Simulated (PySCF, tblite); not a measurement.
Bond stretch in SiLi (anion, charge -1), lowest triplet found (which spin is the ground state isn't settled by this scan). Each curve is given relative to its own lowest point between 2.09 and 3.22 Å, where full CI is lowest.

```csv
R / Å,A,B,C
1.70,331.2,102.0,99.3
1.85,236.0,59.5,55.9
1.99,193.8,32.7,30.4
2.09,179.8,20.1,18.4
2.17,174.7,12.9,11.6
2.27,173.5,6.7,5.9
2.34,175.1,3.8,3.3
2.42,178.7,1.6,1.3
2.48,182.2,0.6,0.5
2.59,189.9,0.0,0.0
2.69,0.0,0.4,0.4
2.86,7.6,2.4,2.3
2.98,12.7,4.4,4.2
3.22,249.3,9.2,8.6
3.52,266.1,15.4,14.2
3.82,271.7,21.0,19.2
4.25,280.5,27.6,25.1
4.68,278.5,32.5,29.5
5.21,280.1,36.6,33.3
6.00,285.6,40.2,36.5
6.97,285.0,42.0,38.0
8.18,283.6,42.4,38.1
```

Energies in mEh.

Problem. Match the curves with the methods tblite with GFN2-xTB, 300 K electronic temperature; unrestricted B3LYP/3-21G (PySCF 2.14.0); unrestricted B3LYP/6-31G*, spherical d (PySCF).

Solution. A is GFN2-xTB; B is UKS-B3LYP/3-21G; C is UKS-B3LYP/6-31G*.

The unrestricted determinant behind UKS-B3LYP/3-21G is spin-contaminated at 1.85 to 8.18 Å (<S²> up to 2.7, against 2.00 for a pure triplet). Where the anion isn't bound against loss of the electron, the finite basis alone holds it. The unrestricted determinant behind UKS-B3LYP/6-31G* is spin-contaminated at 1.70 to 8.18 Å (<S²> up to 2.7, against 2.00 for a pure triplet).
